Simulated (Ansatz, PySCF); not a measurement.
The pair A = C2H6 (SMILES CC) (first 8 atoms), B = CH4S (SMILES CS); geometry from B3LYP-D3(BJ)/def2-TZVP.
(charge 0, multiplicity 1):
```xyz
14

C     -0.5266     0.5589     0.2331
C      0.5468    -0.5232     0.1628
H     -1.2774     0.4207    -0.5472
H     -0.0961     1.5538     0.1007
H     -1.0430     0.5407     1.1945
H      0.1166    -1.5170     0.3042
H      1.3096    -0.3802     0.9314
H      1.0549    -0.5203    -0.8034
C      0.8405     0.8735     3.8013
S     -0.3162    -0.5159     4.0273
H      0.7125     1.3383     2.8262
H      0.5950     1.6011     4.5729
H      1.8717     0.5543     3.9360
H      0.1507    -1.2821     3.0290
```

Cores are frozen in the correlated methods.

Programs: Ansatz (Gaussian basis) for Hartree–Fock, density functionals and correlated methods; PySCF for the dispersion terms. 

The monomers are drawn apart, rigid, along the line of their centres of mass. Counterpoise-corrected interaction energies (kcal/mol):

| level | R = 4.929 Å | R = 6.120 Å |
|---|---|---|
| PBE/def2-TZVPPD | -0.2824 | -0.0441 |
| PBE-D3(BJ)/def2-TZVPPD | -0.7919 | -0.1866 |
| wB97M-V/def2-TZVPPD | -0.5731 | -0.1569 |
| CCSD(T)/aug-cc-pV(D+d)Z | -0.5652 | -0.1454 |

R is the distance of the centres of mass. Find the local exponent m of E ∝ R⁻ᵐ between the two points.


m = ln(E₁/E₂)/ln(R₂/R₁): PBE/def2-TZVPPD 8.6; PBE-D3(BJ)/def2-TZVPPD 6.7; wB97M-V/def2-TZVPPD 6.0; CCSD(T)/aug-cc-pV(D+d)Z 6.3. For scale, two fixed dipoles give m = 3, dipole and quadrupole 4, quadrupoles 5, and dispersion or dipole-induced dipole 6 at long range; at these distances several terms mix, and what is left of overlap and damping shifts m, so it need not match one of them.

Ansatz is a quantum-chemistry and plane-wave program.
